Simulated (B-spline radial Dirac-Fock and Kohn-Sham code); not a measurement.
# Relative photoemission cross sections at 6000 eV: 3d3/2, 3d5/2, Pd to Yb

Model: a relativistic central-field model (Hartree-Slater potential of the initial state, Latter tail, multipole expansion of the photon field, Dirac-Fock thresholds). Program: an atomic code on a B-spline grid. Cross sections are relative to C 1s, computed as 0.2011 kb at this energy; β is from the dipole term. Free atoms in their tabulated ground configurations, whose changes along a row show as steps; without correlation, outer binding energies come out low.

```
 Z  element  σ 3d3/2  σ 3d5/2  β 3d5/2  binding 3d5/2 (eV)
46       Pd     4.24     5.95     0.83               339.9
48       Cd     5.75     8.05     0.86               411.4
49       In     6.64     9.28     0.88               451.5
50       Sn     7.63     10.6     0.90               493.2
54       Xe     12.7     17.6     0.97               676.5
56       Ba     16.1     22.2     1.00               789.6
57       La     18.0     24.8     1.02               846.3
58       Ce     20.0     27.6     1.03               894.1
59       Pr     22.3     30.8     1.05               933.5
60       Nd     24.8     34.1     1.06               982.9
61       Pm     27.5     37.7     1.07              1033.1
62       Sm     30.3     41.6     1.09              1084.2
63       Eu     33.4     45.8     1.10              1136.3
64       Gd     36.7     50.2     1.11              1198.6
65       Tb     40.3     55.0     1.12              1243.1
66       Dy     44.1     60.1     1.13              1298.0
67       Ho     48.1     65.6     1.15              1353.8
68       Er     52.4     71.3     1.15              1410.6
69       Tm     57.0     77.5     1.16              1468.4
70       Yb     61.9     84.0     1.17              1527.2
```
